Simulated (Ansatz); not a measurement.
Harmonic frequencies (cm⁻¹) at PBE0-D4/def2-TZVP from Ansatz: 91, 141, 189, 256, 332, 410, 486, 529, 568, 647, 684, 711, 774, 806, 949, 995, 1027, 1219, 1386, 2228, 2247, 2255, 2552, 2634.

Problem. Which molecule is it?
A. `N=C[SiH](N)F`
B. `F[SiH2]OP`
C. `OC(F)[SiH3]`
D. `BN1[SiH2][SiH]1Cl`

Solution. D.
